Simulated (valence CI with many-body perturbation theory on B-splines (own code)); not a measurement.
**Ladder of approximations for Nb³⁴⁺**

Calculated by configuration interaction combined with many-body perturbation theory (CI+MBPT): five valence electrons over a frozen Dirac-Fock core [He], radial functions for each j: 9 s, 9 p, 8 d, 6 f, 3 g, 1 h, with the one-electron correlation potential Σ1 (screened to all orders), the two-electron term Σ2, the three-electron term Σ3, Breit, model QED; selected single and double excitations, second order for the rest (own B-spline code, finite nucleus).

No measured spectrum was set against this ion. As an estimate, large intervals hold to a few tenths of a per cent, small ones and those within an open d or f shell to about a per cent. Among the levels kept, up to 2100 cm⁻¹ of a level comes from second order outside the variational space, and about a tenth of that is noise between levels of different J, which matters for small intervals.

Each rung adds one term. CI alone is the Dirac-Coulomb CI over the frozen core; QED comes last and gives the full result, which names the levels. Energies are above (2s^2 2p1/2^2 2p3/2) J=3/2 on the same rung, in eV.

Levels are named by their leading jj configuration (3d3/2^4 stands for four electrons in 3d with j = 3/2), which in mixed levels can hold well under half, so a name can repeat and another be missing. Letters in brackets count levels of one name in rising energy.

| Level | CI alone | Σ1 | Σ2 | Σ3 | Breit | QED | Full |
| --- | --- | --- | --- | --- | --- | --- | --- |
| (2s^2 2p1/2 2p3/2^2) J=3/2 | 89.4 | +0.05 | -0.03 | +0.01 | -1.66 | +0.22 | 88.0 |
| (2s^2 2p1/2 2p3/2^2) J=5/2 | 106.4 | +0.05 | +0.01 | -0.02 | -3.26 | +0.22 | 103.4 |
| (2s^2 2p1/2 2p3/2^2) J=1/2 | 124.8 | +0.05 | +0.08 | -0.05 | -1.43 | +0.20 | 123.6 |
| (2s^2 2p3/2^3) J=3/2 | 215.1 | +0.10 | +0.05 | -0.03 | -3.82 | +0.40 | 211.8 |
| (2s 2p1/2^2 2p3/2^2) J=5/2 | 240.6 | -0.16 | -0.18 | -0.05 | -0.60 | -2.00 | 237.6 |
| (2s 2p1/2^2 2p3/2^2) J=1/2 | 283.6 | -0.15 | -0.15 | -0.09 | +0.56 | -1.98 | 281.8 |
| (2s 2p1/2^2 2p3/2^2) J=3/2 | 285.1 | -0.15 | -0.26 | -0.11 | -0.33 | -1.98 | 282.3 |
| (2s 2p1/2 2p3/2^3) J=3/2 [a] | 349.4 | -0.12 | -0.21 | -0.09 | -1.37 | -1.82 | 345.8 |
| (2s 2p1/2 2p3/2^3) J=5/2 | 372.7 | -0.11 | -0.20 | -0.11 | -2.91 | -1.80 | 367.6 |
| (2s 2p1/2 2p3/2^3) J=1/2 | 394.0 | -0.11 | -0.30 | -0.16 | -1.38 | -1.81 | 390.3 |
| (2s 2p1/2 2p3/2^3) J=3/2 [b] | 406.9 | -0.11 | -0.37 | -0.19 | -2.35 | -1.82 | 402.1 |
| (2s 2p3/2^4) J=1/2 | 501.4 | -0.07 | -0.26 | -0.17 | -3.22 | -1.61 | 496.1 |
| (2p1/2^2 2p3/2^3) J=3/2 | 573.3 | -0.31 | -0.60 | -0.25 | +0.26 | -3.98 | 568.4 |
| (2p1/2 2p3/2^4) J=1/2 | 676.6 | -0.27 | -0.56 | -0.24 | -1.72 | -3.79 | 670.1 |
| (2s^2 2p1/2^2 3s) J=1/2 | 2516.5 | +0.27 | +0.07 | -0.12 | -1.55 | +0.50 | 2515.7 |
| (2s^2 2p1/2^2 3p1/2) J=1/2 | 2562.0 | +0.23 | +0.06 | -0.12 | -0.87 | -0.12 | 2561.1 |
| (2s^2 2p1/2^2 3p3/2) J=3/2 | 2597.6 | +0.24 | +0.03 | -0.12 | -1.60 | -0.06 | 2596.1 |
| (2s^2 2p1/2 2p3/2 3s) J=3/2 [a] | 2608.2 | +0.32 | +0.04 | -0.11 | -3.70 | +0.72 | 2605.5 |
| (2s^2 2p1/2 2p3/2 3s) J=1/2 | 2613.6 | +0.32 | +0.01 | -0.11 | -3.69 | +0.73 | 2610.8 |

The middle columns are the shifts that each term adds.

Q: How does the ionisation energy move along the ladder, and which term matters most?

A: CI alone 4544.6, + Σ1 4544.9, + Σ2 4544.9, + Σ3 4544.8, + Breit 4542.6, + QED 4542.5 eV. The largest step is Breit, -2.2 eV. NIST lists 4540 ± 30 eV (semi-empirical).
